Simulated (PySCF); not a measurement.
C7H14GeO.
Numbering: `[GeH3:1][O:2][C@@H:3]1[CH2:4][CH2:5][C@@H:6]2[CH2:7][C@@H:8]2[CH2:9]1` (hydrogens: H10, H11, H12 on Ge1; H13 on C3; H14, H15 on C4; H16, H17 on C5; H18 on C6; H19, H20 on C7; H21 on C8; H22, H23 on C9)

Level of theory: PBE0-D3(BJ)/def2-SVP geometry optimisation, gas phase (PySCF).

(1) Give the optimised bond lengths and angles.

## Answers

(1) 
```tsv
bond	length (pm)
Ge1–O2	178.4
O2–C3	140.8
C3–C4	151.9
C4–C5	152.4
C5–C6	151.3
C6–C7	149.7
C7–C8	150.4
C8–C9	152.1
C3–C9	152.8
C6–C8	151.1
Ge1–H10, Ge1–H11	153.8
Ge1–H12	154.4
C3–H13	111.2
C4–H14	110.4
C4–H15	110.0
C5–H16	110.4
C5–H17	110.3
C6–H18	109.5
C7–H19	109.3
C7–H20	109.5
C8–H21	109.4
C9–H22	110.2
C9–H23	110.4
```

Bonds in one row agree within 1 pm and their mean is given. A selection of angles:
```tsv
angle	degrees
O2–Ge1–H10	104.6
O2–Ge1–H11	110.8
O2–Ge1–H12	108.2
H10–Ge1–H11	110.8
H11–Ge1–H12	110.1
Ge1–O2–C3	121.5
O2–C3–C4	108.5
O2–C3–C9	111.4
O2–C3–H13	110.1
C4–C3–C9	111.1
C4–C3–H13	107.3
C9–C3–H13	108.3
C3–C4–C5	110.7
C3–C4–H14	108.7
C3–C4–H15	108.7
C5–C4–H14	111.6
C5–C4–H15	110.7
H14–C4–H15	106.4
C4–C5–C6	113.1
C4–C5–H16	108.5
C4–C5–H17	110.4
C6–C5–H16	108.3
C6–C5–H17	110.1
H16–C5–H17	106.2
C5–C6–C7	121.3
C5–C6–C8	119.8
C5–C6–H18	114.1
C7–C6–C8	60.0
C7–C6–H18	115.5
C8–C6–H18	115.8
C6–C7–C8	60.5
C6–C7–H19	118.4
C6–C7–H20	118.1
C8–C7–H19	118.7
C8–C7–H20	117.0
H19–C7–H20	114.0
C7–C8–C9	119.7
C7–C8–H21	115.5
C9–C8–H21	115.0
C6–C8–C7	59.5
C6–C8–C9	120.1
C6–C8–H21	115.8
C8–C9–H22	109.5
C8–C9–H23	110.7
```

Torsions: Ge1–O2–C3–C4 -163° (antiperiplanar); O2–C3–C4–C5 172° (antiperiplanar); C3–C4–C5–C6 51° (synclinal); C4–C5–C6–C7 51° (synclinal); C5–C6–C7–C8 -109° (anticlinal); C6–C7–C8–C9 110° (anticlinal); C7–C8–C9–C3 -85° (synclinal); O2–C3–C9–C8 167° (antiperiplanar); C5–C6–C8–C7 111° (anticlinal).

Of the pairs four or more bonds apart, H14···H20 is among the closest relative to their van der Waals radii: 2.34 Å, 97 % of the sum of Bondi's values. The 3-membered ring C6–C7–C8 has internal angles of 59.5° to 60.5°. The 8 C–C bonds span 1.497 Å (C6–C7, drawn single) to 1.528 Å (C3–C9, drawn single), a spread of 0.031 Å. The 6-membered ring C3–C4–C5–C6–C8–C9 has internal angles of 110.7° to 120.1°; it is puckered, 0.21 Å rms from its mean plane, widest ring torsion 65°. Ge1 (germanium bonded to O and 3 H) is distorted tetrahedral (angles from 104.6° to 112.1°). O2 (oxygen bonded to C and Ge) is bent (angle 121.5°).

Point group: C1 (no symmetry element, even within 0.4 Å). No frequency check. One conformer, not necessarily the lowest.
